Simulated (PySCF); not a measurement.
Structure problem from calculated spectra and properties.

Formula: C5H9NOSi2.

- Dipole: 3.90 D [PBE0/pcSseg-1]
- NMR, other nuclei: isotropic shieldings of nuclei other than C and H, by class: -86 (1 N), 305 (1 O), 378 (1 Si), 388 (1 Si) ppm [GIAO PBE0/pcSseg-1]
- 13C NMR: chemical shifts (computed TMS as zero) by class: 126.3 (1 C), 82.8 (1 C), 76.2 (1 C), 9.9 (1 C), -0.5 (1 C) ppm [GIAO PBE0/pcSseg-1]
- 1H NMR: chemical shifts (computed TMS as zero) by class: 5.24 (3 H), 2.21 (1 H), 1.74 (1 H), 1.44 (1 H), 0.57 (3 H) ppm [GIAO PBE0/pcSseg-1]
- Rotational structure: rotational constants A, B, C: 1.200, 0.928, 0.663 GHz [GFN2-xTB]

Electronic properties: PySCF, gas phase, density fitting. Levels stand in brackets. Isolated species at its GFN2-xTB geometry (one conformer only). GFN2-xTB frequencies show an imaginary mode (22i cm⁻¹), so this geometry is no minimum at that level. NMR classes are plain means over equivalent atoms (diastereotopic ones count apart unless rotation or inversion swaps them), as if these changed places fast.

Question: Propose a structure and show how it fits.

Answer: Numbering: `[CH:1]#[C:2][CH2:3][Si@@:4]([CH3:5])([C:6]#[N:7])[O:8][SiH3:9]`. Its formula, C5H9NOSi2, gives 4 degrees of unsaturation: 0 rings and 4 π bonds in the structure found. 5 carbons fall into 5 classes; from least to most shielded: cyano carbon [C6] (126.3 ppm), alkyne carbon [C2] (82.8 ppm), terminal alkyne carbon [C1] (76.2 ppm), sp3 carbon bound to silicon [C3] (9.9 ppm), Si-methyl carbon [C5] (-0.5 ppm). Hydrogen classes from least to most shielded: 3 H on an oxygen-bound silicon, Si9 (5.24 ppm), 1 H on an sp3 carbon bound to silicon, C3 (2.21 ppm), 1 H on an sp3 carbon bound to silicon, C3 (1.74 ppm), 1 H on a terminal alkyne carbon, C1 (1.44 ppm), 3 H on an Si-methyl carbon, C5 (0.57 ppm, a mean of values up to 0.9 ppm apart in this geometry). The other shieldings belong to: -86 ppm, cyano nitrogen [N7]; 305 ppm, siloxane oxygen [O8]; 378 ppm, oxygen-bound silicon [Si4]; 388 ppm, oxygen-bound silicon [Si9]. The optimised geometry has point group C1 and is an asymmetric top. Structure: `C#CC[Si@@](C)(C#N)O[SiH3]`. Computed isomers that give other values at the same levels: `N#CC1=C(CCO)[SiH2][SiH2]1` (13C chemical shifts (computed TMS as zero) by class: 196.0 (1 C), 138.4 (1 C), 120.4 (1 C), 65.3 (1 C), 43.2 (1 C) ppm); `O=CN[SiH2]C1=C[SiH2]C=C1` (13C chemical shifts (computed TMS as zero) by class: 168.2 (1 C), 167.9 (1 C), 160.0 (1 C), 152.7 (1 C), 134.4 (1 C) ppm); `C#CC(=O)[C@@H]1C[SiH2][Si@H]1N` (13C chemical shifts (computed TMS as zero) by class: 194.5 (1 C), 89.3 (1 C), 84.1 (1 C), 69.7 (1 C), 14.6 (1 C) ppm). The assignments are read from this structure; whether some other isomer fits the data as well wasn't checked. The mirror image fits equally.

The values belong to the conformer `[CH:1]#[C:2][CH2:3][Si@@:4]([CH3:5])([C:6]#[N:7])[O:8][SiH3:9]`: C2–C3–Si4–C5 60°, C3–Si4–O8–Si9 44°.
